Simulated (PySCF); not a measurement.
C6F5, SMILES Fc1[c]c(F)c(F)c(F)c1F, doublet (PBE0/def2-SVP optimised geometry):

```
11

F      2.017    -2.368    -0.001
C      1.368    -1.219     0.000
C      2.002     0.000     0.000
C      1.376     1.224     0.000
F      2.033     2.368     0.000
C     -0.024     1.224     0.000
F     -0.696     2.359     0.000
C     -0.714     0.010     0.000
F     -2.033     0.012     0.000
C     -0.031    -1.208     0.000
F     -0.711    -2.339     0.001
```

Calculation: unrestricted PBE0/def2-TZVP (PySCF).

Q: What are the frontier orbital energies (α orbitals alone; a β orbital can be the lowest empty one) and the dipole moment?

A: HOMO-2 -9.33 eV, HOMO-1 -8.17 eV, HOMO -7.76 eV, LUMO -1.05 eV, LUMO+1 -0.83 eV; dipole moment 0.44 D.

On the same geometry unrestricted PBE/def2-TZVP (PySCF) gives HOMO-2 -7.63 eV, HOMO-1 -6.88 eV, HOMO -6.52 eV, LUMO -1.84 eV, LUMO+1 -1.66 eV; dipole moment 0.27 D.

Meta-Löwdin charges at PBE0/def2-TZVP: F1 -0.23, C2 0.25, C3 -0.04, C4 0.25, F5 -0.23, C6 0.23, F7 -0.23, C8 0.23, F9 -0.23, C10 0.23, F11 -0.23.
